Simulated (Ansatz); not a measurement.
Consider the atomization: `B/C(O)=C(/O)[SiH3]` → B• + 2 C• + 7 H• + 2 O• + Si•.

Isolated molecules relaxed with PBE0-D4/def2-TZVP in Ansatz; ΔE leaves out vibrations. CCSD(T)/CBS is the MP2 limit (def2-TZVPP, def2-QZVPP) plus CCSD(T) − MP2 in def2-TZVPP, frozen cores. This one scheme is used for every species, atoms too. DFT in def2-TZVPP. B3LYP here is the variant with VWN-RPA as its local correlation; programs differ in this. No spin–orbit coupling; open shells (•) take unrestricted orbitals. Spin–orbit coupling would lower the free atoms: a little for B, C, O, Si. Each species was taken in one conformer, which may not be the lowest.

```
             level  ΔE (kJ/mol)  difference from CCSD(T)/CBS
            PBE-D4       4975.4                        129.7
         r2SCAN-D4       4885.0                         39.3
           PBE0-D4       4863.8                         18.1
          B3LYP-D4       4858.8                         13.1
           ωB97X-V       4862.5                         16.8
           ωB97M-V       4869.7                         24.0
            B2PLYP       4801.6                        -44.1
               PBE       4946.8                        101.1
            r2SCAN       4877.8                         32.1
              PBE0       4839.7                         -6.0
             B3LYP       4812.9                        -32.8
     HF/def2-TZVPP       3476.6                      -1369.1
    MP2/def2-TZVPP       4813.1                        -32.6
SCS-MP2/def2-TZVPP       4779.3                        -66.4
   CCSD/def2-TZVPP       4630.8                       -214.9
CCSD(T)/def2-TZVPP       4714.5                       -131.2
     HF/def2-QZVPP       3484.2                      -1361.5
    MP2/def2-QZVPP       4891.1                         45.4
SCS-MP2/def2-QZVPP       4865.9                         20.2
      HF/CBS(def2)       3485.4                      -1360.3
     MP2/CBS(def2)       4944.4                         98.7
    CCSD/CBS(def2)       4762.0                        -83.7
       CCSD(T)/CBS       4845.7                            0
```

Largest T1 diagnostic among the species: 0.015.

The D4 term adds +45.9 kJ/mol with B3LYP and +24.2 kJ/mol with PBE0; it sums over pairs of atoms, weighted by their polarisabilities, and B3LYP, whose exchange is more repulsive, gets the larger term. In def2-TZVPP, CCSD(T) changes the Hartree–Fock value by +1237.9 kJ/mol (the triples alone add +83.7 kJ/mol) and MP2 by +1336.5 kJ/mol; breaking electron pairs costs correlation energy, which Hartree–Fock lacks.

For atomizations the MP2-based limit and the directly extrapolated one differ by several kJ/mol either way, and by 10 to 25 for some Ge, Se and Sn compounds, so smaller differences from it don't rank the levels.
